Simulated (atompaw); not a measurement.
# Pseudopotential generation for cobalt: PAW (atompaw), PBE, scalar-relativistic.

atompaw 4.2.0.5 input, output lines left out:

```
Co 27
GGA-PBE scalarrelativistic loggrid 1500 logderivrange -10 5 376
4 4 3 0 0 0
4 0 1.5
4 1 0.5
3 2 7
0 0 0
c
c
v
v
c
v
v
v
2
1.80 1.45 1.20 0.95
n
n
y
0.1
n
bloechl sinc
bessel
```

Q: Does the generator finish with these settings?

A: Yes, a potential is produced.

Q: Estimate the cutoffs (Ry, on a coarse ladder) from which the occupation-weighted sum of valence levels, in a spherical-Bessel basis at the reference potential, stays within 10 and 1 mRy of its value at 400 Ry.

A: 60 Ry and 80 Ry.

Q: Does the potential have ghost states?

A: No extra level below or beside the all-electron valence levels (s, p, d, f tested).

Q: Is the overlap operator S = 1 + Σ q|β⟩⟨β| positive definite (Bessel basis up to 400 Ry)?

A: Yes: its lowest eigenvalue is 0.60 (s channel).
